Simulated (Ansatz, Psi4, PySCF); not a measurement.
C2H5, doublet, at a GFN2-xTB geometry. Base run: PySCF with MP2/def2-TZVP.

PySCF was given this input:
```python
from pyscf import gto, scf, mp

mol = gto.Mole()
mol.atom = '''
    C     0.776639   -0.108025   -0.026089
    C    -0.679178    0.098557    0.005015
    H     1.445869    0.690591    0.226322
    H     1.184905   -1.087008   -0.181906
    H    -1.085918   -0.072996    1.012042
    H    -0.938840    1.121188   -0.267949
    H    -1.190783   -0.594965   -0.662065
'''
mol.basis = 'def2-tzvp'
mol.charge = 0
mol.spin = 1
mol.verbose = 3
mol.build()

mf = scf.UHF(mol)
mf.kernel()

pt = mp.MP2(mf)
pt.kernel()
print('E(MP2) = %.10f' % pt.e_tot)
```

The same geometry, method and basis name were run in Ansatz (an electronic-structure program) and Psi4 and PySCF, at each program's defaults and at the settings that a row names. The base is PySCF at its defaults. Differences at the defaults can come from grids, fitting, cores and function types together.

```json
[
 {"code and settings": "PySCF, defaults (exact integrals, spherical functions, all electrons correlated)", "ΔE vs base (mEh)": "0.000", "basis functions": "92", "E (Eh)": "-78.97986", "SCF cycles": "12"},
 {"code and settings": "Psi4, defaults (density fitting with its default set, spherical functions, all electrons correlated)", "ΔE vs base (mEh)": "0.152", "basis functions": "92", "E (Eh)": "-78.97971", "SCF cycles": "14"},
 {"code and settings": "Ansatz, defaults (factorised integrals, spherical functions, frozen core)", "ΔE vs base (mEh)": "35.395", "basis functions": "92", "E (Eh)": "-78.94447", "SCF cycles": "-"},
 {"code and settings": "PySCF, frozen core", "ΔE vs base (mEh)": "35.393", "basis functions": "92", "E (Eh)": "-78.94447", "SCF cycles": "12"},
 {"code and settings": "Psi4, exact integrals, spherical functions, frozen core", "ΔE vs base (mEh)": "35.393", "basis functions": "92", "E (Eh)": "-78.94447", "SCF cycles": "14"},
 {"code and settings": "Ansatz, high accuracy, frozen core", "ΔE vs base (mEh)": "35.393", "basis functions": "92", "E (Eh)": "-78.94447", "SCF cycles": "-"}
]
```

Open shells are given as the SCF converged; they aren't shown to be the lowest states, and a large step between rows can be another state.
